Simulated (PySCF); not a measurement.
C4H5Br. Atoms are numbered in the order given.

```xyz
10

C     -3.3974     0.0934    -0.3205
C     -2.2583    -0.8732    -0.2228
C     -1.0121    -0.6125    -0.5357
C      0.2267    -0.3474    -0.8456
Br     1.4741     0.3373     0.4076
H     -3.0667     1.0729    -0.6907
H     -4.1772    -0.2933    -0.9966
H     -3.8689     0.2327     0.6659
H     -2.4883    -1.8845     0.1417
H      0.6532    -0.4958    -1.8407
```

Geometry optimised at PBE0-D3(BJ)/def2-SVP.

Computed with HF/def2-TZVP (PySCF).

The molecule is in vacuum.

```yaml
total_energy: -2726.78787 hartree
highest_occupied_level: -9.67 eV
lowest_empty_level: 3.05 eV
orbital_gap: 12.71 eV
dipole_moment: 2.43 D
quadrupole, principal values (traceless, Buckingham form, about the centre of nuclear charge): -3.79, -1.72, 5.51 D·Å
mean_static_polarisability: 71.4 bohr³ (10.58 Å³)
polarisability_principal_values: 47.3, 53.0, 114.0 bohr³
```
